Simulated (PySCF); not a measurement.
NMR problem set

Calculated, not measured (PySCF 2.14.0 with density-fitted response routines): geometry: GFN2-xTB, shielding tensors at PBE0/pcSseg-1 (GIAO). Single conformer, gas phase, fast rotation and ring inversion assumed for equivalent nuclei, non-relativistic.

References, each an isolated molecule treated in the same way: ¹H (σ = 31.72 ppm), ¹³C (σ = 186.93 ppm) vs TMS. Where no couplings were computed, multiplicities follow the n + 1 count of equivalent neighbours, and m marks all less simple cases (inequivalent or close neighbours, rings, F or P nearby). Shifts are as computed. Against solution values, carbons near 30 ppm lie about +3 ppm off and those near 130 ppm about +5 ppm; carbons on Cl a further +6 ppm. Of 1211 compounds with measured shifts, 218 miss one by over three times the rms of a fit or turn the order of signals round; such compounds aren't used in these exercises. Carbons bonded to Cl come out too deshielded.

Question: C$_{7}$H$_{8}$Cl$_{2}$. ¹H NMR (600 MHz, computed): δ 6.65 (m, 1H), 6.49 (br s, 1H), 6.12 (s, 1H), 5.94 (br s, 1H), 5.67 (m, 1H), 5.59 (br s, 1H), 5.58 (m, 1H), 5.41 (br s, 1H). ¹³C{¹H} NMR (computed): δ 162.2 (C), 155.6 (C), 144.4 (CH), 132.1 (CH2), 128.1 (CH2), 126.8 (CH2), 83.2 (CH). What is it?

Answer: `ClC(C(C(C=C)=C)=C)Cl`. Rings plus π bonds: 3 (no ring in the answer). 7 carbon signals for 7 carbons: no two carbons are equivalent. Carbon types of the structure: 2 × C, 2 × CH, 3 × CH2, which accounts for all hydrogens. δC 162.2, 155.6: fully substituted alkene carbon; as expected for a trigonal carbon in a double bond. δC 144.4: alkene CH; an sp2 carbon of a C=C bond. δC 132.1, 128.1, 126.8: terminal =CH2 carbon; as expected for a trigonal carbon in a double bond. δC 83.2: allylic sp3 CH bonded to 2 Cl; 2 electronegative neighbours deshield it.

The shifts were computed for this structure.

Question: C$_{8}$H$_{9}$N. ¹H NMR (500 MHz, computed): δ 8.97 (s, 1H), 8.76 (d, 1H), 7.20 (d, 1H), 7.15 (m, 1H), 6.06 (m, 1H), 5.68 (m, 1H), 2.45 (s, 3H). ¹³C{¹H} NMR (computed): δ 155.5 (CH), 152.7 (CH), 148.8 (C), 141.2 (CH), 137.9 (C), 129.3 (CH), 123.8 (CH2), 22.6 (CH3). Identify the compound.

Answer: SMILES n1cc(C=C)c(C)cc1. The formula gives 5 degrees of unsaturation (1 ring in the answer). 8 carbon signals for 8 carbons: no two carbons are equivalent. Carbon types of the structure: 2 × C, 4 × CH, 1 × CH2, 1 × CH3, which accounts for all hydrogens. δC 141.2: alkene CH; as expected for a trigonal carbon in a double bond. δC 129.3: aromatic CH; the aromatic region. δC 123.8: terminal =CH2 carbon; the olefinic region. δH 8.97, 8.76: hydrogen on an aromatic CH next to a ring nitrogen; ring current plus the neighbouring ring nitrogen.

This is the structure that produced the data.
